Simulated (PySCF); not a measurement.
## Electron correlation in Si⁻ (silicon, charge -1)

[Ne] 3s2 3p3, high-spin 4S determinant. Calculation: PySCF 2.14, in def2-QZVPPD (10s6p5d2f1g, 76 functions); the non-relativistic Hamiltonian (point nucleus). Frozen: [Ne]; 5 electrons correlated.

```csv
level,correlation energy (mhartree)
CCSD,-94.26
(T),-5.11
CCSD(T),-99.37
```

Diagnostics: T1 = 0.0080, D1 = 0.0162, largest double amplitude 0.043.

Cost of the coupled-cluster step: roughly 4 core-seconds, for 5 correlated electrons.
